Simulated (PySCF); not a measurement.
CH4Se2, SMILES C[Se][SeH].

Geometry optimised at B3LYP-D3(BJ)/def2-SVP. One conformer was computed; it need not be the lowest.

All values below come from ωB97X/def2-TZVPD (PySCF).

Gas-phase values at a fixed geometry.

Task: Estimate the frontier levels, gap, dipole moment and polarisability. (An estimate is asked for; the answer gives what the named calculation found.)

Result: 
```yaml
highest_occupied_level: -8.99 eV
lowest_empty_level: 0.39 eV
orbital_gap: 9.38 eV
dipole_moment: 1.59 D
quadrupole, principal values (traceless, Buckingham form, about the centre of nuclear charge): -3.54, -1.11, 4.65 D·Å
mean_static_polarisability: 73.3 bohr³ (10.86 Å³)
polarisability_principal_values: 59.1, 67.8, 93.1 bohr³
```
